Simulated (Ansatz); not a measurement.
Ansatz (a quantum-chemistry and plane-wave program) input file for Si(F)(H)(SiH3)2 (FH7Si3), SMILES [SiH3][SiH]([SiH3])F, PBE0/def2-SVPD. Geometry: PBE0-D3(BJ)/def2-SVP. This is a generated structure with no PubChem entry under its InChIKey; it may be hypothetical.

Ansatz 0.2 input:
```yaml
crystal:
  periodic: [false, false, false]
  atoms:
    - {symbol: Si, position_ang: [-0.43003318, 0.51569267, 0.00000000]}
    - {symbol: F, position_ang: [0.42112340, 1.91627473, 0.00000000]}
    - {symbol: Si, position_ang: [0.10169458, -0.69598604, -1.93763874]}
    - {symbol: Si, position_ang: [0.10169457, -0.69598605, 1.93763873]}
    - {symbol: H, position_ang: [-1.88447593, 0.86664826, 0.00000000]}
    - {symbol: H, position_ang: [-0.20803551, 0.08767397, -3.17158084]}
    - {symbol: H, position_ang: [-0.71022857, -1.95317697, -1.93565399]}
    - {symbol: H, position_ang: [1.55195491, -1.05710141, -1.93177888]}
    - {symbol: H, position_ang: [-0.20803550, 0.08767396, 3.17158084]}
    - {symbol: H, position_ang: [-0.71022856, -1.95317698, 1.93565400]}
    - {symbol: H, position_ang: [1.55195491, -1.05710141, 1.93177888]}
basis:
  gaussian:
    orbitals: def2-SVPD
hamiltonian:
  xc: {name: PBE0}
```

It prints:

```
WARN ansatz: RAYON_NUM_THREADS=1 ignored (pool sized by the plan → 1); use --threads N
Functional definition: PBE0
integrals: 0.09 GiB planned
1368 factors; their error is unknown
mean field: 0.73 GiB planned
mean field evaluation 1: about -26441.1367 eV, gradient 3.0e1 eV
mean field evaluation 2: about -26438.7580 eV, gradient 5.1e1 eV
mean field evaluation 4: about -26442.7063 eV, gradient 8.5e-1 eV
mean field evaluation 8: about -26442.9214 eV, gradient 1.4e-1 eV
mean field evaluation 16: about -26442.9214 eV, gradient 2.6e-5 eV
mean field -26442.92142700 eV, -971.7594387865 hartree, gradient 2.6e-5 eV, S^2 0.000000; 0 other end points of the search recorded, 0 dependent functions left out
reference -26442.92146971 eV, -971.7594403560 hartree; 29, 29 occupied and 122, 122 virtual orbitals, 1368 factors
Total energy: -26442.92146971 eV, -971.7594403560 hartree
```

The run converged.

Cost: around 7 core-seconds (rough).
